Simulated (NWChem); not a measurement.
System: CdH$_{2}$Se; SMILES [SeH][CdH]

Here is an NWChem input.

```
start job
memory heap 200 mb stack 900 mb global 1100 mb
geometry units angstroms noautosym nocenter noautoz
  Cd     0.428209    -0.728302     0.000000
  H      0.688469    -2.377563     0.000000
  Se     0.068916     1.714394     0.000000
  H     -1.392672     1.536305     0.000000
end
basis spherical
  * library def2-svpd
end
ecp
  Cd library def2-ecp
end
dft
  xc bhlyp
  iterations 150
end
property
  response 1 0.0
end
task dft property
```

Output (shortened):

```
             Northwest Computational Chemistry Package (NWChem) 7.3.0
             --------------------------------------------------------

                             Geometry "geometry" -> ""
                             -------------------------

 Output coordinates in angstroms (scale by  1.889725989 to convert to a.u.)

  No.       Tag          Charge          X              Y              Z
 ---- ---------------- ---------- -------------- -------------- --------------
    1 Cd                  48.0000     0.42820900    -0.72830200     0.00000000
    2 H                    1.0000     0.68846900    -2.37756300     0.00000000
    3 Se                  34.0000     0.06891600     1.71439400     0.00000000
    4 H                    1.0000    -1.39267200     1.53630500     0.00000000

 Effective nuclear repulsion energy (a.u.)     390.4275754681

                                 NWChem DFT Module
                                 -----------------

 Summary of "ao basis" -> "ao basis" (spherical)
 ------------------------------------------------------------------------------
       Tag                 Description            Shells   Functions and Types
 ---------------- ------------------------------  ------  ---------------------
 Cd                        def2-svpd                12       34   5s4p2d1f
 H                         def2-svpd                 4        8   2s2p
 Se                        def2-svpd                15       41   6s5p4d

            General Information
            -------------------
          SCF calculation type: DFT
          Wavefunction type:  closed shell.
          No. of atoms     :     4
          No. of electrons :    56
           Alpha electrons :    28
            Beta electrons :    28
          Charge           :     0
          Spin multiplicity:     1
          Use of symmetry is: off; symmetry adaption is: off
          Maximum number of iterations: 150
          AO basis - number of functions:    91
                     number of shells:    35
          Convergence on energy requested:  1.00D-06
          Convergence on density requested:  1.00D-05
          Convergence on gradient requested:  5.00D-04

              XC Information
              --------------
                        BHLYP Method XC Functional
                     Hartree-Fock (Exact) Exchange  0.500
                        Slater Exchange Functional  0.500 local
                    Becke 1988 Exchange Functional  0.500 non-local
              Lee-Yang-Parr Correlation Functional  1.000

             Grid Information
             ----------------
          Grid used for XC integration:  medium
          Radial quadrature: Mura-Knowles
          Angular quadrature: Lebedev.
          Tag              B.-S. Rad. Rad. Pts. Rad. Cut. Ang. Pts.
          ---              ---------- --------- --------- ---------
          Cd                  1.55      123          12.0       590
          H                   0.35       45          13.0       434
          Se                  1.15      112          12.0       590
          Grid pruning is: on
          Number of quadrature shells:   325
          Spatial weights used:  Erf1

      Superposition of Atomic Density Guess
      -------------------------------------

 Sum of atomic energies:       -2592.48584153

      Non-variational initial energy
      ------------------------------

 Total energy =   -2567.663358
 1-e energy   =   -3985.154784
 2-e energy   =    1245.079596
 HOMO         =      -0.296336
 LUMO         =       0.009427

   convergence    iter        energy       DeltaE   RMS-Dens  Diis-err
 ---------------- ----- ----------------- --------- --------- ---------
 d= 0,ls=0.0,diis     1  -2570.0705122707 -2.74D+03  8.99D-03  1.78D-01
 d= 0,ls=0.0,diis     2  -2570.0892659813 -1.88D-02  3.65D-03  9.70D-02
 d= 0,ls=0.0,diis     3  -2570.1010047004 -1.17D-02  7.95D-04  4.40D-03
 d= 0,ls=0.0,diis     4  -2570.1014208955 -4.16D-04  1.52D-04  1.73D-04
 d= 0,ls=0.0,diis     5  -2570.1014503527 -2.95D-05  4.28D-05  6.11D-06
  Resetting Diis
 d= 0,ls=0.0,diis     6  -2570.1014516480 -1.30D-06  1.01D-05  8.21D-07
 d= 0,ls=0.0,diis     7  -2570.1014517459 -9.79D-08  3.13D-06  2.74D-08

         Total DFT energy =    -2570.101451745895
      One electron energy =    -3986.184560179202
           Coulomb energy =     1346.942798929829
    Exchange-Corr. energy =     -103.271520314189
 Nuclear repulsion energy =      172.411829817668

 Numeric. integr. density =       55.999999543912

                       DFT Final Molecular Orbital Analysis
                       ------------------------------------

 Vector   26  Occ=2.000000D+00  E=-3.847951D-01
              MO Center=  4.6D-01, -1.1D+00, -4.8D-10, r^2= 3.5D+00
   Bfn.  Coefficient  Atom+Function         Bfn.  Coefficient  Atom+Function
  ----- ------------  ---------------      ----- ------------  ---------------
     4      0.557969  1 Cd s                  2     -0.337542  1 Cd s
    35      0.304642  2 H  s                 22      0.168550  1 Cd d  2
    36      0.166332  2 H  s                 56     -0.155173  3 Se py
     3     -0.152923  1 Cd s                 46     -0.151559  3 Se s
    59     -0.143847  3 Se py                 1      0.142266  1 Cd s

 Vector   27  Occ=2.000000D+00  E=-3.236217D-01
              MO Center=  2.2D-01,  5.8D-01, -1.1D-09, r^2= 4.7D+00
   Bfn.  Coefficient  Atom+Function         Bfn.  Coefficient  Atom+Function
  ----- ------------  ---------------      ----- ------------  ---------------
    59      0.452057  3 Se py                56      0.403452  3 Se py
    36      0.281701  2 H  s                 53     -0.259186  3 Se py
    35      0.247237  2 H  s                  7      0.190683  1 Cd py
    10     -0.182296  1 Cd py                46      0.146400  3 Se s
     4     -0.119780  1 Cd s                 13     -0.117201  1 Cd py

 Vector   28  Occ=2.000000D+00  E=-2.835139D-01
              MO Center=  5.2D-02,  1.6D+00,  5.6D-09, r^2= 2.1D+00
   Bfn.  Coefficient  Atom+Function         Bfn.  Coefficient  Atom+Function
  ----- ------------  ---------------      ----- ------------  ---------------
    60      0.556952  3 Se pz                57      0.491345  3 Se pz
    54     -0.310863  3 Se pz                19     -0.100785  1 Cd d -1
    51      0.100739  3 Se pz                63      0.082803  3 Se pz
     8     -0.057717  1 Cd pz                17      0.051358  1 Cd pz
    11      0.043574  1 Cd pz                91      0.029902  4 H  pz

 Vector   29  Occ=0.000000D+00  E=-1.268712D-02
              MO Center=  4.1D-01, -7.2D-01,  5.3D-09, r^2= 5.9D+00
   Bfn.  Coefficient  Atom+Function         Bfn.  Coefficient  Atom+Function
  ----- ------------  ---------------      ----- ------------  ---------------
    12      0.821569  1 Cd px                85      0.242579  4 H  s
     9      0.236132  1 Cd px                 6     -0.222623  1 Cd px
    47     -0.138220  3 Se s                 84      0.111708  4 H  s
    13      0.093947  1 Cd py                 5     -0.061448  1 Cd s
    59     -0.048921  3 Se py                61      0.041338  3 Se px

 Vector   30  Occ=0.000000D+00  E=-1.059755D-03
              MO Center=  4.4D-01, -8.0D-01, -9.8D-07, r^2= 6.0D+00
   Bfn.  Coefficient  Atom+Function         Bfn.  Coefficient  Atom+Function
  ----- ------------  ---------------      ----- ------------  ---------------
    14      0.945237  1 Cd pz                11      0.250034  1 Cd pz
    60     -0.238023  3 Se pz                 8     -0.220608  1 Cd pz
    57     -0.131428  3 Se pz                63     -0.101012  3 Se pz
    54      0.083683  3 Se pz                17     -0.055326  1 Cd pz
    42      0.047692  2 H  pz                75     -0.037781  3 Se d -1

 Vector   31  Occ=0.000000D+00  E=-8.129859D-04
              MO Center=  1.3D-01,  3.9D-01,  9.7D-07, r^2= 7.9D+00
   Bfn.  Coefficient  Atom+Function         Bfn.  Coefficient  Atom+Function
  ----- ------------  ---------------      ----- ------------  ---------------
     5      1.042748  1 Cd s                 36     -0.464116  2 H  s
    13      0.453311  1 Cd py                47     -0.438880  3 Se s
    48      0.352149  3 Se s                 59      0.294567  3 Se py
    46     -0.263101  3 Se s                 62      0.251348  3 Se py
    85     -0.204245  4 H  s                 56      0.196499  3 Se py

     Multipole analysis of the density
     ---------------------------------

     L   x y z        total         alpha         beta         nuclear
     -   - - -        -----         -----         ----         -------
     0   0 0 0      0.000000    -28.000000    -28.000000     56.000000

     1   1 0 0     -0.075958     -9.678530     -9.678530     19.281103
     1   0 1 0     -0.552727    -40.794071    -40.794071     81.035415
     1   0 0 1     -0.000000     -0.000000     -0.000000      0.000000

     2   2 0 0    -28.032516    -25.162021    -25.162021     22.291526
     2   1 1 0      0.108738     10.761643     10.761643    -21.414547
     2   1 0 1     -0.000000     -0.000000     -0.000000      0.000000
     2   0 2 0    -36.324218   -229.841420   -229.841420    423.358622
     2   0 1 1     -0.000000     -0.000000     -0.000000      0.000000
     2   0 0 2    -31.383817    -15.691908    -15.691908      0.000000

 *** CALLING NEW AORESP DRIVER FOR CLOSED AND OPEN SHELLS ***
 Entering AOResponse driver routine

--------------------------------------------------------------------------------

          -----------------------------------------------
          Solving response equations for perturbing field
          -----------------------------------------------

 number of frequencies:     1
 frequency in a.u.:  0.0000000E+00
 Perturbing field: electric
 Using El. Dipole Length Gauge

 Setting up CPKS with frequency omega =      0.00000000 a.u.

 STATIC response

                                NWChem CPHF Module
                                ------------------

  scftype          =     RHF
  nclosed          =       28
  nopen            =        0
  variables        =     1764
  # of vectors     =        3
  tolerance        = 0.10D-03
  level shift      = 0.00D+00
  max iterations   =       50
  max subspace     =       30

 SCF residual:    1.7602173140857035E-004

Iterative solution of linear equations
  No. of variables     1764
  No. of equations        3
  Maximum subspace       30
        Iterations       50
       Convergence  1.0D-04

   iter   nsub   residual    time
   ----  ------  --------  ---------
     1      3    3.34D+00      12.1
     2      6    1.32D+00      16.2
     3      9    5.48D-01      20.5
     4     12    1.12D-01      24.7
     5     15    1.36D-02      28.7
     6     18    7.51D-03      32.9
     7     21    2.66D-03      36.9
     8     24    2.56D-04      41.0
     9     27    5.22D-05      45.1

 Electric Dipole Response Matrix (nonzero elements):

              1        2        3
    1   51.9166  -6.3106   0.0000
    2   -6.3106  83.8746   0.0000
    3    0.0000   0.0000  52.2167

 ------------------------------------------
 average:        62.66929 + I       0.00000

 DFT Linear Response polarizability / au
 Frequency  =       0.0000000 / au
              X              Y              Z
 -----------------------------------------------
 X      51.9165812     -6.3105984      0.0000000
 Y      -6.3105985     83.8745754      0.0000002
 Z       0.0000000      0.0000002     52.2167229
 -----------------------------------------------
 Eigenvalues =      50.7155899     85.0755667     52.2167229
 Isotropic   =      62.6692932
 Anisotropic =      33.6345434
 -----------------------------------------------

 Magnetic Dipole Response Matrix (nonzero elements):

 Exiting AOResponse driver routine
```

Level: BHandHLYP/def2-SVPD with def2 effective core potentials on Cd. The geometry was optimised at PBE0/def2-SVP. def2 effective core potentials on Cd; no spin-orbit coupling.
